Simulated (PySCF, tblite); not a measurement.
Calculations on `FC[O+](C)[Al@@H-]([CH3])[C]#C`, in the order of a workflow; each names the level of the geometry that it ran on. Settings lines and outputs come from a driver script.

Compound: C₅H₁₀AlFO.
Numbering: `[CH:1]#[C:2][Al@H-:3]([CH3:4])[O+:5]([CH3:6])[CH2:7][F:8]` (hydrogens: H9 on C1; H10 on Al3; H11, H12, H13 on C4; H14, H15, H16 on C6; H17, H18 on C7)

Step 1: GFN2-xTB geometry optimisation, gas phase (tblite 0.8.0) (from a force-field or distance-geometry start)
```json
{"job": {"kind": "relax", "xc": "GFN2-xTB", "basis": "xTB"}, "charge": 0, "multiplicity": 1}
```
```
step      E/eV     max force
  0    -695.72261    2.934
  1    -695.94120    2.137
  2    -696.03270    4.952
...
190    -696.60530    0.029
191    -696.60537    0.024
192    -696.60542    0.018
193    -696.60545    0.013
194    -696.60546    0.007
```

Energy lowered by 20.4 kcal/mol over 194 steps; largest atomic force 0.007 eV/Å at the end. «max force» is the largest atomic force in eV/Å.

Time: 1.3 s. Hardware: an Arm Neoverse V2 with one thread (shared host).

Step 2: GFN2-xTB harmonic vibrations, gas phase (tblite 0.8.0) (on the GFN2-xTB geometry)
```json
{"job": {"kind": "ir", "xc": "GFN2-xTB", "basis": "xTB"}, "charge": 0, "multiplicity": 1}
```
```
(table of modes left out)
```

48 modes from 34 to 3301 cm⁻¹ (unscaled, harmonic); zero-point energy 81.7 kcal/mol; all wavenumbers are real at this level.

The run took 0.6 s wall on Arm Neoverse V2, one thread (shared host).

Step 3: TDDFT PBE0/def2-SVPD, vertical, gas phase, core orbitals frozen in the response (PySCF 2.14.0, density-fitted response routines) (on the GFN2-xTB geometry)
```json
{"job": {"kind": "uv", "xc": "PBE0", "basis": "def2-SVPD", "nstates": 8, "ntriplets": 3}, "charge": 0, "multiplicity": 1}
```
```
...
Static polarisability (au): isotropic 92.113, principal 82.613 88.401 105.324
Singlet excitations
state   eV       nm        f      main configurations
  1   5.8026    213.7   0.00435   H->L 0.78, H-2->L 0.11
  2   6.2359    198.8   0.00498   H-1->L 0.54, H->L+2 0.18
  3   6.3944    193.9   0.00485   H-1->L+2 0.34, H-2->L 0.27, H->L 0.11
  4   6.5288    189.9   0.00388   H-2->L 0.50, H-1->L+2 0.30
  5   6.7418    183.9   0.04459   H->L+1 0.89
  6   7.0960    174.7   0.16770   H->L+2 0.61, H-2->L+1 0.13, H-2->L+2 0.11
  7   7.2321    171.4   0.01893   H-1->L+1 0.74
  8   7.2807    170.3   0.04832   H-3->L 0.85
Triplet excitations (Tamm-Dancoff, eV): 4.9270 5.3121 5.4155
```

HOMO -7.31 eV, LUMO 0.01 eV; lowest singlet 5.80 eV; lowest triplet 4.93 eV (Tamm–Dancoff); mean polarisability 92.1 au.

Hardware: one thread of an Arm Neoverse V2, shared host with 96 logical CPUs at a one-minute load of 71. Cost: 68 s wall, 1.1 GiB resident at most.

Geometry of the electronic-property runs (GFN2-xTB):
```
atom  x, y, z in Å
C1    -1.652    2.531    1.492
C2    -1.373    1.642    0.717
Al3   -1.038    0.254   -0.646
C4    -1.796   -1.583   -0.404
O5     0.864    0.037   -0.211
C6     2.025    0.187   -1.009
C7     1.086   -0.326    1.092
F8     1.600   -1.590    1.150
H9    -1.887    3.304    2.172
H10   -0.702    0.765   -2.086
H11   -2.623   -1.574    0.318
H12   -2.237   -1.953   -1.338
H13   -1.113   -2.374   -0.069
H14    2.664    0.978   -0.607
H15    2.580   -0.752   -1.062
H16    1.669    0.464   -1.999
H17    1.810    0.330    1.597
H18    0.116   -0.333    1.602
```

 (This holds for the electronic-property runs.)

One conformer stands for the species.
